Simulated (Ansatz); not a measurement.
# Relative stability

The two ends of one reaction step of SiH$_{5}$Br, singlet (PBE0-D4/def2-TZVP).

A:

| atom | x (Å) | y (Å) | z (Å) |
| --- | --- | --- | --- |
| Si1 | -0.7791 | -0.2512 | 0.6337 |
| Br2 | 2.1721 | 0.4847 | -2.2446 |
| H3 | -1.6083 | 0.2408 | -0.4933 |
| H4 | -1.5594 | -0.2161 | 1.8952 |
| H5 | -0.3154 | -1.6329 | 0.3588 |
| H6 | 1.6813 | 0.7387 | -0.9327 |
| H7 | 0.4087 | 0.6360 | 0.7828 |

B:

```xyz
7
angstrom
Si -0.8249 -0.7509 -0.4403
Br 0.8968 -0.0922 -1.6782
H -2.0729 -0.3928 -1.1516
H -0.7514 -0.0574 0.8654
H -0.7326 -2.2172 -0.2579
H 1.7374 1.6079 0.9883
H 1.7476 1.9026 1.6744
```

Program: Ansatz 0.2.0. Basis: def2-TZVPP. Cores are frozen in the correlated methods. Filled d shells of the heavier atoms are correlated. The def2 sets are not built for correlating such inner shells, so the correlated values are less sure here. B3LYP uses VWN-RPA correlation.

(1) Which structure is lower at CCSD(T), and by how much? (Judge from chemistry; the value comes from the calculation.)

T1 diagnostic: at most 0.008.

Results:

(1) By the calculation: B, by 0.639 eV (electronic energy, against the other). By their contacts, A is a complex of SiH₄ + HBr and B is a complex of SiH₃Br ([SiH3][Br]) + H₂.

All methods give the same order:

| method | E(B) − E(A) (eV) |
| --- | --- |
| SPW92 | -0.593 |
| PBE-D4 | -0.678 |
| BLYP-D4 | -0.651 |
| r2SCAN-D4 | -0.722 |
| B97M-V | -0.633 |
| PBE0-D4 | -0.689 |
| B3LYP-D4 | -0.659 |
| r2SCAN0-D4 | -0.724 |
| BHLYP-D4 | -0.676 |
| CAM-B3LYP-D4 | -0.620 |
| wB97X-V | -0.678 |
| wB97M-V | -0.698 |
| B2PLYP | -0.668 |
| PBE-QIDH | -0.716 |
| RPA on PBE | -0.597 |
| HF | -0.639 |
| MP2 | -0.743 |
| CCSD | -0.620 |
| CCSD(T) | -0.639 |

Labels in which every atom is bracketed show which atoms are joined, not bond orders.

For scale, one of the runs: CCSD(T)/def2-TZVPP, 160 basis functions, launched by `ansatz run in.yaml --threads 2 --pin off --events-out ev --progress --plain --max-ram 4352MiB`. The run took 11 s on 2 CPU threads (shared host), with 1.1 GiB of host memory at its peak.
